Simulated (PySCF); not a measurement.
`InChI=1S/C5H11NOS/c1-4-5(3-6-4)8(2)7/h4-6H,3H2,1-2H3/t4-,5-,8-/m1/s1`

Cartesian coordinates in Å; atom numbers follow the order of the lines, from 1:
```xyz
19

C    -1.137   -1.484    0.567
C    -1.086   -0.393   -0.489
N    -1.914    0.772   -0.161
C    -0.850    1.697   -0.553
C     0.140    0.532   -0.539
S     1.139    0.569    1.027
C     2.383   -0.677    0.456
O     1.837    1.853    0.994
H    -0.407   -2.261    0.356
H    -2.127   -1.934    0.575
H    -0.945   -1.060    1.548
H    -1.296   -0.827   -1.480
H    -2.800    0.860   -0.642
H    -0.665    2.481    0.185
H    -0.967    2.155   -1.542
H     0.814    0.444   -1.388
H     3.070   -0.858    1.277
H     1.873   -1.593    0.187
H     2.927   -0.267   -0.388
```

The calculation used PySCF, TDDFT CAM-B3LYP/def2-SVPD circular dichroism and optical rotation, one conformer, gas phase. Geometry: GFN2-xTB.

The molecule is flexible and this is one conformer; a measurement averages over conformers.

Question: Draw the ECD and absorption spectra from the lowest 8 states, each a Gaussian of half-width 0.3 eV at 1/e height.

Answer: 
```csv
E (eV),λ (nm),Δε (L mol⁻¹ cm⁻¹),ε (L mol⁻¹ cm⁻¹)
5.37,231,-0.31,202
5.52,225,-1.34,847
5.67,219,-3.47,2170
5.82,213,-5.30,3380
5.97,208,-4.50,3250
6.12,203,-1.45,1940
6.27,198,+1.55,816
6.42,193,+3.09,566
6.57,189,+1.20,1090
6.72,185,-3.76,2000
6.87,181,-5.20,2580
```
Δε uses R in velocity form, ε uses f in length form. Only the states computed contribute, so the short-wavelength end is incomplete.
